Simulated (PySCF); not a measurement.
How methods differ on the ionisation energy of Hg

Hg [Xe] 4f14 5d10 6s2 (1S) → Hg⁺ [Xe] 4f14 5d10 6s1 (2S), as a difference of total energies. Calculation: PySCF 2.14, in x2c-TZVPPall with one added diffuse shell each of s, p, d, f type (12s8p8d4f1g, 113 functions); the spin-free X2C one-electron Hamiltonian (Gaussian nucleus). Correlated levels: valence: [Xe] 4f14 frozen. The calculations carry no spin-orbit coupling.

Question: Order these methods by the ionisation energy they give, lowest first.
A. SCS-MP2 (valence)
B. CCSD (valence)
C. CCSD(T) (valence)
D. MP2 (valence)

Answer: B (10.100 eV), C (10.229 eV), A (10.299 eV), D (10.366 eV).

Errors of the correlated levels include the incompleteness of this basis and the frozen core.

For comparison: 10.438 eV (measured; NIST Atomic Spectra Database, ionization energies).
